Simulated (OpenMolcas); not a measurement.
Levels of P³⁺ by method

```yaml
Program: OpenMolcas 26.06
Basis: ANO-RCC [8s7p5d4f2g]
Scalar_Hamiltonian: DKH2, point nucleus
Active_space: 2 electrons in 9 orbitals (RAS2 3s 3p; RAS3 3d, at most 2 electrons)
State_averaging: 2S+1 = 3 even, 3 roots; 2S+1 = 1 even, 7 roots; 2S+1 = 3 odd, 3 roots; 2S+1 = 1 odd, 3 roots
Spin-orbit_coupling: state interaction with AMFI integrals over the reference wave functions, term energies averaged over their components
```

Methods on the same reference wave functions:
A. RASSCF
B. SS-RASPT2, IPEA 0.25 Eh, imaginary shift 0.1 Eh (closed shells correlated: 2s 2p)
C. MS-RASPT2, IPEA 0.25 Eh, imaginary shift 0.1 Eh (closed shells correlated: 2s 2p)

Energies in cm-1 above 3s2 1S0, the measured ground level; measured values from Martin, Zalubas and Musgrove, J. Phys. Chem. Ref. Data 14, 751 (1985).

| Level | A | B | C | Measured |
| --- | --- | --- | --- | --- |
| 3s2 1S0 | 0.0 | 0.0 | 0.0 | 0.0 |
| 3s 3p 3P* 0 | 65995 | 67840 | 67910 | 67918 |
| 3s 3p 3P* 1 | 66196 | 68040 | 68120 | 68146 |
| 3s 3p 3P* 2 | 66604 | 68450 | 68520 | 68615 |
| 3s 3p 1P* 1 | 106480 | 105360 | 105430 |  |
| 3p2 1D2 | 155970 | 158320 | 158390 | 158142 |
| 3p2 3P0 | 163613 | 165200 | 165270 | 164941 |
| 3p2 3P1 | 163821 | 165410 | 165480 | 165185 |
| 3p2 3P2 | 164226 | 165820 | 165890 | 165654 |

Deviations, from unrounded energies. A percentage is the sum of absolute deviations over the sum of measured energies, with the sign that they share, or ± where signs differ.

```tsv
Against measurement	Levels	A	B	C
mean absolute deviation (cm-1)	7	1700	170	180
other configurations (%)	7	-1.4	±0.1	±0.1
```

B, C lie about equally close to measurement and A furthest from it. The largest miss of B in the table is 3p2 3P0, by +260 cm-1. The ranking rests on the paired levels alone, and a cruder setting can come out closer through cancelling errors.

Between B and C the level of the table that moves most is 3p2 1D2, by 72 cm-1 (lowest in B, highest in C). Moves below CASPT2's spread within the term are not significant.

The mean deviations of B to C differ by less than CASPT2's widest spread within a term (14 cm-1), so their order carries little weight.

The lowest spin-free term lies below A's lowest term by 0.165 hartree in B, 0.165 hartree in C.

CASPT2 does not keep the components of a term degenerate, so their means are used; among the terms shown or strongly mixed into the levels shown the widest spread is 14 cm-1 (3p2 1D, C). Active for correlation alone: 3d; no level in the range computed is led by a configuration that fills it, so any true level of that kind is missing. Some terms mix strongly with configurations of 3d, whose occupation reaches 0.28 (3p2 1D). Computed and measured levels are paired by configuration, term and J; levels that our copy of the source lacks, or whose pairing is in doubt (as where it misses far off the trend of its configuration), stay unpaired and out of the deviations. Only configurations of the active space appear. The table leaves out levels that lie high or whose names do not pair safely across all columns.

* marks odd parity.
